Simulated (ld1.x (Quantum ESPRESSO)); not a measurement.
cobalt PAW: all-electron and pseudo phase curves

Co (Z = 27), PAW, made with ld1.x (Quantum ESPRESSO) 7.5 (BLYP, fully relativistic). Core [Ne], reference 3s2 3p6 3d7 4s2 4p0. Waves: 3s (bound): rcut 1.20, rcutus 1.55 bohr; 4s (bound): rcut 1.20, rcutus 1.55 bohr; 3p (bound): rcut 1.35, rcutus 1.60 bohr; 4p (bound, empty): rcut 1.35, rcutus 1.60 bohr; 3d (bound): rcut 1.30, rcutus 1.75 bohr; 3d channel at -0.1 Ry: rcut 1.30, rcutus 1.75 bohr. Local part: all-electron potential smoothed inside 1.55 bohr (lloc = -1). Core correction: Bessel-smoothed model core, default radius (core density twice the valence density). Augmentation charge: PSQ, inside the norm-conserving radii.

Open shells are filled in proportion to 2j + 1 (rel_dist='average').

The phase is arctan(r·u′/u) with u = r·R(r), unwrapped; energies in Ry, scanned from -10 to 5 Ry. A pole is an energy at which the radial function vanishes at the test radius. The pseudo phase is shifted by a multiple of π to meet the all-electron one at the reference energy, and phase errors are pseudo minus all-electron; the curves can meet again beyond the range given. Levels narrower than the energy grid can be missing from the lists of poles.

| channel | radius (bohr) | reference energy (Ry) | poles, all-electron | poles, pseudo | unbroken range about the reference energy with phases within 0.05 rad | phase error 1 Ry above the reference energy (rad) |
| --- | --- | --- | --- | --- | --- | --- |
| s | 1.91 | -0.40 | -7.43 | -7.43, 3.05 | -7.6 to 0.4 | -0.065 |
| p1/2 | 1.91 | -0.09 | -4.77 | -4.77 | the whole range | -0.005 |
| p3/2 | 1.91 | -0.09 | -4.62 | -4.62 | the whole range | -0.004 |
| d3/2 | 1.91 | -0.60 | -0.17 | -0.17 | below 3.3 | +0.000 |
| d5/2 | 1.91 | -0.59 | -0.15 | -0.15 | below 3.3 | +0.000 |

The ghost test of this file was not conclusive.

Phases in the s channel:

```json
{"E (Ry)": "-10.00", "all-electron": "1.384", "pseudo": "1.371"}
{"E (Ry)": "-9.52", "all-electron": "1.376", "pseudo": "1.363"}
{"E (Ry)": "-9.04", "all-electron": "1.366", "pseudo": "1.353"}
{"E (Ry)": "-8.56", "all-electron": "1.350", "pseudo": "1.337"}
{"E (Ry)": "-8.08", "all-electron": "1.317", "pseudo": "1.302"}
{"E (Ry)": "-7.60", "all-electron": "0.609", "pseudo": "0.547"}
{"E (Ry)": "-7.12", "all-electron": "-1.720", "pseudo": "-1.728"}
{"E (Ry)": "-6.64", "all-electron": "-1.762", "pseudo": "-1.772"}
{"E (Ry)": "-6.16", "all-electron": "-1.782", "pseudo": "-1.793"}
{"E (Ry)": "-5.68", "all-electron": "-1.799", "pseudo": "-1.810"}
{"E (Ry)": "-5.20", "all-electron": "-1.815", "pseudo": "-1.827"}
{"E (Ry)": "-4.72", "all-electron": "-1.833", "pseudo": "-1.845"}
{"E (Ry)": "-4.24", "all-electron": "-1.853", "pseudo": "-1.865"}
{"E (Ry)": "-3.76", "all-electron": "-1.876", "pseudo": "-1.889"}
{"E (Ry)": "-3.28", "all-electron": "-1.905", "pseudo": "-1.918"}
{"E (Ry)": "-2.80", "all-electron": "-1.941", "pseudo": "-1.953"}
{"E (Ry)": "-2.32", "all-electron": "-1.988", "pseudo": "-2.000"}
{"E (Ry)": "-1.84", "all-electron": "-2.052", "pseudo": "-2.062"}
{"E (Ry)": "-1.36", "all-electron": "-2.146", "pseudo": "-2.153"}
{"E (Ry)": "-0.88", "all-electron": "-2.292", "pseudo": "-2.295"}
{"E (Ry)": "-0.40", "all-electron": "-2.538", "pseudo": "-2.538"}
{"E (Ry)": "0.08", "all-electron": "-2.959", "pseudo": "-2.972"}
{"E (Ry)": "0.56", "all-electron": "-3.516", "pseudo": "-3.576"}
{"E (Ry)": "1.04", "all-electron": "-3.959", "pseudo": "-4.055"}
{"E (Ry)": "1.52", "all-electron": "-4.221", "pseudo": "-4.332"}
{"E (Ry)": "2.00", "all-electron": "-4.376", "pseudo": "-4.497"}
{"E (Ry)": "2.48", "all-electron": "-4.475", "pseudo": "-4.610"}
{"E (Ry)": "2.96", "all-electron": "-4.544", "pseudo": "-4.697"}
{"E (Ry)": "3.44", "all-electron": "-4.594", "pseudo": "-4.775"}
{"E (Ry)": "3.92", "all-electron": "-4.634", "pseudo": "-4.855"}
{"E (Ry)": "4.40", "all-electron": "-4.665", "pseudo": "-4.950"}
{"E (Ry)": "4.88", "all-electron": "-4.693", "pseudo": "-5.083"}
```
